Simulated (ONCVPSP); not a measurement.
**Zr: one change to an ONCV potential, before and after**

- Element: Zr
- Generator: ONCVPSP 4.0.1
- Type: optimised norm-conserving Vanderbilt (ONCV)
- Functional: PBEsol
- Relativity: scalar-relativistic
- Frozen core: [Ar] 3d10
- Valence charge: 12
- Reference configuration: 4s2 4p6 4d2 5s2
- Partial waves: 4s+5s: rc 2.25 bohr, ncon 5, nbas 9, qcut 5.8 1/bohr, 3 projectors, debl 2.7 Ha; 4p: rc 1.25 bohr, ncon 4, nbas 8, qcut 6.9 1/bohr, 2 projectors, debl 0.8 Ha; 4d: rc 3.05 bohr, ncon 5, nbas 10, qcut 5.7 1/bohr, 2 projectors, debl 2.7 Ha
- Local potential: polynomial inside 0.90 bohr (lpopt 5, dvloc0 0 Ha)
- Core correction: none

In the p channel the program set the typed energies aside and used -1.192, 0.250 Ha.

Change: p: nproj 1.

Cutoffs: the cutoffs (Ha) at which the residual kinetic energy of the hardest occupied pseudo-wave falls to 1 and 0.1 mHa per electron; they do not see the model core or the augmentation charge, which bear on the density cutoff. Errors are all-electron minus pseudo energies relative to the spin-unpolarised reference configuration.

Task: Predict the effect on cutoff, ghosts and configuration errors.

Result: The potential gets neither clearly harder nor softer (24 Ha and 104 Ha → 24 Ha and 104 Ha); the errors of the 4 common tests hardly move; the range in which the p phases agree narrows (upper end at the end of the scan → 1.6); neither file shows a bound ghost.

| quantity | base | changed |
| --- | --- | --- |
| cutoff, loose | 24 Ha | 24 Ha |
| cutoff, tight | 104 Ha | 104 Ha |
| bound ghosts | none | none |
| GHOST(+) flags under 300 eV | s at 103.7 eV, p at 228.5 eV | s at 103.7 eV |
| error for 4s2 4p6 4d2 5s1, meV [ΔE 7.17 eV] | -1.3 | -1.3 |
| error for 4s2 4p6 4d2 5s0, meV [ΔE 20.08 eV] | -6.6 | -6.6 |
| error for 4s2 4p6 4d1 5s0, meV [ΔE 42.67 eV] | +16 | +17 |
| error for 4s2 4p6 4d3 5s1, meV [ΔE 1.21 eV] | +5.2 | +5.3 |
| s: phases at 2.28 bohr within 0.05 rad from the reference energy up to (Ha; the scan ends near 5) | to the end of the scan | to the end of the scan |
| p: phases at 1.27 bohr within 0.05 rad from the reference energy up to (Ha; the scan ends near 5) | to the end of the scan | 1.6 |
| d: phases at 3.09 bohr within 0.05 rad from the reference energy up to (Ha; the scan ends near 5) | 3.4 | 3.4 |
